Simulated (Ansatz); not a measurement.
Cost and result up the ladder for the cluster Hg₂S₃ (the lowest singlet isomer of a short search) (5 atoms). The state is a singlet with charge 0. Geometry: r2SCAN-D4/def2-SVP.

Cartesian coordinates in Å:
```
Hg 0.8492 1.1228 -0.7366
Hg 0.2560 -1.3241 0.8387
S 2.4776 -0.4516 0.2319
S -1.5960 1.3386 -0.2841
S -1.9868 -0.6857 -0.0500
```

Ansatz on 4 threads of Arm Neoverse V1 on a shared host. Times are rough, and most runs start from the orbitals of an earlier one. ωB97M-V/def2-TZVP serves as the yardstick here, not as an exact answer. Differences are given only for rows in sets of like size (and for xTB, whose basis is part of the method), since another set adds its own error. Binding counts from free atoms at the same level (Hg singlet, S triplet; other spins of the atoms weren't run), without zero-point energy or a counterpoise term.

In the def2 sets Hg takes a core potential; there is no spin–orbit coupling. Correlated methods freeze 15 core orbitals; core or outer-core shells of Hg are correlated, in sets that lack core-valence functions. The rows differ in basis, and correlated rows in double-zeta sets carry the largest basis error. The structure comes from a short search, and lower isomers may exist.

Correlated methods converge slowly with the basis, most of all in double-zeta sets.

```csv
level,functions,binding energy per atom (eV),difference from ωB97M-V/def2-TZVP (eV),remarks
CCSD(T)/def2-SVP,118,0.96,–,large T1 (0.031)
r2SCAN-D4/def2-TZVP,197,1.52,0.05,–
ωB97M-V/def2-TZVP (with forces),197,1.47,0.00,–
PBE-D4/def2-SVP,118,1.49,–,–
PBE-D4/def2-TZVP,197,1.61,0.14,–
PBE0-D4/def2-TZVPD,230,1.47,0.00,–
PBE0-D4/def2-TZVP,197,1.47,0.00,–
MP2/def2-TZVP,197,1.31,-0.16,–
PBE0-D4/def2-SVP,118,1.33,–,–
PBE-QIDH/def2-TZVP,197,1.39,-0.08,–
PBE-D4/def2-TZVPD,230,1.61,0.13,–
RPA@PBE/def2-TZVP,197,1.13,-0.35,–
r2SCAN-D4/def2-TZVPD,230,1.53,0.05,–
```

Task: Estimate how long each takes.

Result: PBE-D4/def2-SVP 1.4 s; PBE0-D4/def2-SVP 2.2 s; PBE-D4/def2-TZVP 2.7 s; MP2/def2-TZVP 3.6 s; PBE-D4/def2-TZVPD 3.8 s; PBE0-D4/def2-TZVP 6.5 s; PBE0-D4/def2-TZVPD 6.5 s; RPA@PBE/def2-TZVP 7 s; r2SCAN-D4/def2-TZVP 7.5 s; PBE-QIDH/def2-TZVP 8.5 s; r2SCAN-D4/def2-TZVPD 9 s; ωB97M-V/def2-TZVP (with forces) 18 s; CCSD(T)/def2-SVP 28 s. On shared hardware such times vary by a factor of up to 3.
